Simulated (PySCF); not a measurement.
All values below come from M06-2X/def2-TZVP run with PySCF. Isolated molecules, 0 K electronic values unless said otherwise. One relaxed conformer stands for a flexible species; it need not be the lowest. 

Reference species (SMILES): `B` (neutral, multiplicity 1).

| Quantity | Value |
|---|---|
| HOMO | -11.26 eV |
| HOMO–LUMO gap | 10.26 eV |

Changed species: `BC(=O)OC` (X = methoxycarbonyl; the reference has X = H).

### Question
What does the change do to the HOMO and HOMO–LUMO gap?

### Answer
the HOMO rises by 1.70 eV, to -9.56 eV; the HOMO–LUMO gap falls by 1.78 eV, to 8.48 eV.
